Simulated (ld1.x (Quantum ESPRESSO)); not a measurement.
## rubidium, TM: configuration errors across variants

rubidium, norm-conserving Troullier–Martins (Kleinman–Bylander form), made with ld1.x (Quantum ESPRESSO) 7.5 (PBE, scalar-relativistic). Core [Ar] 3d10 4s2, reference 4p6 4d1 5s0 5p0. Waves: 5s (bound, empty): rc 3.25 bohr; 4p (bound): rc 2.25 bohr; 4d (bound): rc 4.20 bohr. Local part: all-electron potential smoothed inside 2.20 bohr (lloc = -2). Core correction: a·sin(br)/r model core inside 1.70 bohr.

All-electron excitation energies from the reference (eV): (1) 4p6 4d0 5s1 5p0 -2.240; (2) 4p6 4d0 5s0 5p0 1.914; (3) 4p6 4d0 5s0.5 5p0 -0.662; (4) 4p6 4d0.5 5s0.5 5p0 -1.123; (5) 4p6 4d0 5s0 5p1 -0.720.

Tests that are not counted but printed errors over 1 eV. “base”: 4p5 4d0 5s1 5p0 (solver errors, printed error -2.6 eV).

A true bound ghost makes a file unfit for plane-wave use even where its test errors are small: the radial tests pick states by their node count and pass the ghost by. Where a test does run into it, the solver fails or the error is huge.

Errors AE − PS in meV (a dash: test not solved or not reliable):

```csv
change,(1),(2),(3),(4),(5),bound ghosts
base,-2.2,+1.8,+0.2,-0.2,+2.3,s
"all radii but the core radius scaled by about 0.76 (s 2.46, p 1.70, d 3.18 bohr); local potential all-electron potential smoothed inside 1.66 bohr (lloc = -2)",-0.5,+0.1,+0.1,+0.1,+1.3,s
"all radii but the core radius scaled by about 0.84 (s 2.72, p 1.88, d 3.50 bohr); local potential all-electron potential smoothed inside 1.84 bohr (lloc = -2)",-0.6,+0.4,+0.2,+0.1,+12,s
"all radii but the core radius scaled by about 0.92 (s 2.98, p 2.06, d 3.84 bohr); local potential all-electron potential smoothed inside 2.02 bohr (lloc = -2)",-0.8,+0.8,+0.2,0.0,+3.4,s
"all radii but the core radius scaled by about 1.22 (s 3.96, p 2.74, d 5.10 bohr); local potential all-electron potential smoothed inside 2.68 bohr (lloc = -2)",-2.3,+7.3,+0.8,-0.7,-6.0,none
"all radii but the core radius scaled by about 1.29 (s 4.18, p 2.90, d 5.40 bohr); local potential all-electron potential smoothed inside 2.84 bohr (lloc = -2)",-3.4,+8.8,+0.9,-1.0,-11,none
"all radii but the core radius scaled by about 1.39 (s 4.52, p 3.12, d 5.84 bohr); local potential all-electron potential smoothed inside 3.06 bohr (lloc = -2)",-4.9,+10,+0.8,-1.4,-21,none
```

Q: Give the same row for: all radii but the core radius scaled by about 1.14 (s 3.70, p 2.56, d 4.78 bohr); local potential all-electron potential smoothed inside 2.50 bohr (lloc = -2).

A: -0.3, +4.1, +0.6, -0.2, -1.8; bound ghosts: s. Not counted: 4p5 4d0 5s1 5p0 (solver errors, printed error -2.6 eV).
